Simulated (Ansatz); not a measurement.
`C[SiH2][SiH](Cl)Cl` and `Cl[SiH2][SiH](Cl)Cl` differ in one atom or group.

Ansatz, PBE0-D4/def2-TZVP geometries, multiplicity 1. Each molecule was computed in one conformer, which needn't be the lowest.

```json
{"property": "HOMO energy (PBE/def2-TZVPP) / eV", "`C[SiH2][SiH](Cl)Cl`": "-6.83"}
{"property": "size of the dipole moment (PBE/def2-TZVPP) / D", "`C[SiH2][SiH](Cl)Cl`": "1.66"}
{"property": "zero-point energy (PBE0-D4/def2-TZVP) / kJ/mol", "`C[SiH2][SiH](Cl)Cl`": "174.5"}
{"property": "HOMO–LUMO gap (ωB97M-V/def2-TZVPP) / eV", "`C[SiH2][SiH](Cl)Cl`": "11.27"}
{"property": "HOMO–LUMO gap (PBE/def2-TZVPP) / eV", "`C[SiH2][SiH](Cl)Cl`": "5.46"}
{"property": "HOMO energy (PBE0/def2-TZVPP) / eV", "`C[SiH2][SiH](Cl)Cl`": "-8.02"}
```

Problem. What does the change do to each property? (Best estimate.)

Solution. Ansatz gave: 
```csv
property,`Cl[SiH2][SiH](Cl)Cl`,shift
HOMO energy (PBE/def2-TZVPP) / eV,-7.03,-0.20
size of the dipole moment (PBE/def2-TZVPP) / D,0.91,-0.75
zero-point energy (PBE0-D4/def2-TZVP) / kJ/mol,82.7,-91.8
HOMO–LUMO gap (ωB97M-V/def2-TZVPP) / eV,11.03,-0.24
HOMO–LUMO gap (PBE/def2-TZVPP) / eV,5.10,-0.36
HOMO energy (PBE0/def2-TZVPP) / eV,-8.24,-0.22
```

With PBE0 the HOMO falls by 0.22 eV and the LUMO falls by 0.55 eV, so the gap narrows by about 0.33 eV. PBE moves the HOMO by -0.20 eV and ωB97M-V by -0.22 eV. The zero-point energy changes by -91.8 kJ/mol with -9 modes. Dipoles are sizes alone; their direction can turn.
